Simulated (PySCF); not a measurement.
Shifts of the heteroatoms

Geometry:
| atom | x (Å) | y (Å) | z (Å) |
| --- | --- | --- | --- |
| C1 | -2.775 | 0.321 | -0.504 |
| C2 | -1.424 | 0.871 | -0.192 |
| C3 | -0.324 | 0.136 | -0.131 |
| O4 | 0.884 | 0.666 | 0.141 |
| Si5 | 2.305 | -0.041 | 0.445 |
| O6 | 3.249 | 1.270 | 0.507 |
| H7 | -2.720 | -0.747 | -0.700 |
| H8 | -3.193 | 0.818 | -1.379 |
| H9 | -3.456 | 0.492 | 0.330 |
| H10 | -1.360 | 1.933 | -0.007 |
| H11 | -0.346 | -0.935 | -0.304 |
| H12 | 2.275 | -0.749 | 1.725 |
| H13 | 2.705 | -0.941 | -0.637 |
| H14 | 4.179 | 1.185 | 0.685 |

- shieldings: GIAO PBE0/pcSseg-1
- geometry from GFN2-xTB
- run in PySCF 2.14.0 with density-fitted response routines
- a single conformation, equivalent nuclei averaged, gas phase, relativity neglected

Problem. What are the 29Si shifts?

Solution. 
```json
{"atoms": "Si5", "environment": "silicon bonded to 2 O, 2 H", "σ (ppm)": "383.2", "δ (ppm)": "-35.0"}
```

Shieldings were converted by a linear fit to measured shifts: 29Si: δ = 279.94 − 0.822σ (rms 8.9 ppm, 72 shifts, 25.8 ppm with the 6 outliers that the fit left out vs TMS, solution or neat liquid). A few per cent of atoms miss by over 2 rms, more outside the fitted compound classes.

On a 600 MHz spectrometer 29Si resonates near 119.2 MHz, so 1 ppm is 119.2 Hz.

Problem. Predict the 17O NMR data.

Solution. 
```csv
atoms,environment,σ (ppm),δ (ppm)
O4,"oxygen bonded to C, Si",227.1,59.8
O6,"oxygen bonded to Si, H",309.1,-14.8
```

Shieldings were converted by a linear fit to measured shifts: 17O (scatter 10.7 ppm rms, 12.2 ppm with the 3 outliers that the fit left out vs liquid water, solution or neat liquid). Occasional misses reach two or three times the rms, and more in compound classes unlike the fitted ones.

On a 600 MHz spectrometer 17O resonates near 81.3 MHz, so 1 ppm is 81.3 Hz.
